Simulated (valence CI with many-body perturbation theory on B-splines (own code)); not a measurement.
# Br XXII: calculated level list

Calculated by valence CI with perturbative core correlation (CI+MBPT): four valence electrons over a frozen Dirac-Fock core [Ne], radial functions for each j: 11 s, 11 p, 10 d, 8 f, 5 g, 2 h, with the one-electron correlation potential Σ1 (screened to all orders), the two-electron term Σ2, the three-electron term Σ3, Breit, model QED; selected single and double excitations, second order for the rest, scaled by the run's own slope (own B-spline code, finite nucleus).

No measured spectrum was set against this ion. As an estimate, levels of excited configurations hold to 0.05 to 0.15 % of their energy, terms of the ground configuration to about 0.5 %. Among the levels kept, up to 800 cm⁻¹ of a level comes from second order outside the variational space, and about a tenth of that is noise between levels of different J, which matters for small intervals.

Levels 136 to 173 of 173, with energies above the lowest level, 3s2 3p2 3P_0. "Leading %" is the weight of the configuration and term that name the level; weights of strongly mixed levels are sums over their largest components and can fall short. Lifetimes count E1, E2, E3, M1 and M2 decay at the calculated energies, and are blank where another channel may lead or the interval is too uncertain; long ones can be off by a factor of two.

```
No.  Configuration  Term  J  E (cm⁻¹)  Leading %  Lifetime      g
136      3s 3p 3d2   5D°  4   1942500         42   11.7 ps  1.388
137         3p3 3d   3P°  2   1949200         55   24.4 ps  1.420
138      3s 3p 3d2   5P°  1   1949200         38   10.7 ps  1.825
139         3p3 3d   3F°  4   1951600         52   19.2 ps  1.238
140         3p3 3d   3P°  0   1952100         70   7.62 ps       
141      3s 3p 3d2   5F°  3   1952300         27   8.51 ps  1.179
142      3s 3p 3d2   5D°  3   1958100         46   11.3 ps  1.389
143      3s 3p 3d2   5P°  1   1962300         39   11.1 ps  1.913
144      3s 3p 3d2   5P°  2   1973600         70   12.1 ps  1.751
145      3s 3p 3d2   5F°  5   1975700         88   9.98 ps  1.379
146      3s 3p 3d2   3F°  2   1977100         56   13.1 ps  0.760
147         3p3 3d   3D°  2   1982400         26   8.47 ps  1.106
148      3s 3p 3d2   5D°  4   1982900         45   12.1 ps  1.400
149      3s 3p 3d2   3F°  3   1990800         26   13.4 ps  1.116
150      3s 3p 3d2   3F°  3   1998800         13   11.6 ps  1.157
151      3s 3p 3d2   3H°  4   2001600         83   22.3 ps  0.845
152      3s 3p 3d2   5P°  3   2002200         42   11.4 ps  1.497
153      3s 3p 3d2   3D°  1   2005800         48   9.11 ps  0.586
154      3s 3p 3d2   5D°  2   2012400         87   7.06 ps  1.442
155      3s 3p 3d2   5D°  0   2014500         98   7.04 ps       
156      3s 3p 3d2   5D°  1   2014500         86   7.47 ps  1.381
157      3s 3p 3d2   5D°  4   2015200         81   9.30 ps  1.449
158      3s 3p 3d2   5D°  3   2015800         52   8.33 ps  1.440
159      3s 3p 3d2   3H°  5   2019900         68   18.9 ps  1.081
160         3p3 3d   3D°  1   2021900         43   6.46 ps  0.587
161         3p3 3d   1F°  3   2023700         24   9.57 ps  1.209
162      3s 3p 3d2   3F°  4   2027800         58   10.6 ps  1.292
163      3s 3p 3d2   3D°  2   2031600         39   9.61 ps  1.165
164         3p3 3d   3D°  2   2042600         27   7.26 ps  1.055
165      3s 3p 3d2   3G°  3   2043600         68   10.1 ps  0.796
166      3s 3p 3d2   3G°  3   2047900         72   12.3 ps  0.830
167      3s 3p 3d2   3G°  4   2052800         59   11.8 ps  1.071
168      3s 3p 3d2   3D°  3   2054300         36   10.7 ps  1.241
169      3s 3p 3d2   5S°  2   2060000         87   5.23 ps  1.972
170      3s 3p 3d2   3S°  1   2063300         66   6.57 ps  2.019
171      3s 3p 3d2   3G°  4   2069100         70   12.1 ps  1.053
172      3s 3p 3d2   3H°  6   2074200         99   23.9 ps  1.165
173      3s 3p 3d2   3G°  5   2077600         60   12.6 ps  1.157
```

Names give the largest LS component (configuration and term), which can be under half, so a name can repeat, a term be missing and a line seem to break the LS rules; names also repeat where a configuration has a term twice.

Where two levels of one J and parity lie close, their mixing, g and order are uncertain.
